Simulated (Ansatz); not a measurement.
`[F][Ga]([F])[Br]` + HCl → `[F][Ga]([Cl])[Br]` + H–F at 500 K and 1 bar (ligand exchange at a Ga–F bond).

Computed with Ansatz on PBE0-D4/def2-TZVP structures; ΔE is electronic, products minus reactants. CCSD(T)/CBS is the MP2 limit (def2-TZVPP, def2-QZVPP) plus CCSD(T) − MP2 in def2-TZVPP, frozen cores. This one scheme is used for every species. For Br, Ga outer-core shells are correlated without core-valence functions, which leaves a few kJ/mol of doubt a bond. Scalar relativity is left out up to krypton.

| species | CCSD(T)/CBS energy (Eh) | H − E (kJ/mol) | S (J/(mol·K)) |
| --- | --- | --- | --- |
| `[F][Ga]([F])[Br]` | -4696.97905 | 44.9 | 362.7 |
| HCl | -460.38127 | 32.5 | 201.9 |
| `[F][Ga]([Cl])[Br]` | -5056.97994 | 43.9 | 380.7 |
| H–F | -100.39570 | 39.4 | 188.7 |

H − E and S are ideal-gas, rigid-rotor, harmonic terms from PBE0-D4/def2-TZVP. 1 Eh = 2625.50 kJ/mol, R = 8.31446 J/(mol·K).

Problem. By hand: ΔE, ΔH, ΔS and ΔG.

Solution. ΔE = (-5056.97994) + (-100.39570) − (-4696.97905) − (-460.38127) = -0.01532 Eh = -40.2 kJ/mol. Δ(H − E) = 43.9 + 39.4 − 44.9 − 32.5 = 5.9, so ΔH = -34.3 kJ/mol. ΔS = 380.7 + 188.7 − 362.7 − 201.9 = 4.8 J/(mol·K). ΔG = -34.3 − 500 × (4.8)/1000 = -36.7 kJ/mol.

Problem. By hand: the equilibrium constant, and the temperature at which ΔG would vanish if ΔH and ΔS stayed fixed.

Solution. log₁₀ K = −ΔG/(RT ln 10) = 3.8. ΔH and −TΔS have one sign here, so there is no such temperature.

The number of gas molecules stays the same, so ΔS is small and ΔH decides. A doubt of 5 kJ/mol in ΔE shifts log₁₀ K by 0.5 here. These are equilibria of isolated gas molecules and say nothing of rates. Largest T1 diagnostic: 0.012 (customary marks: 0.02 for closed shells, 0.045 for open ones).

ΔS is within the doubt of such terms, so its sign, and with it that verdict, could turn.
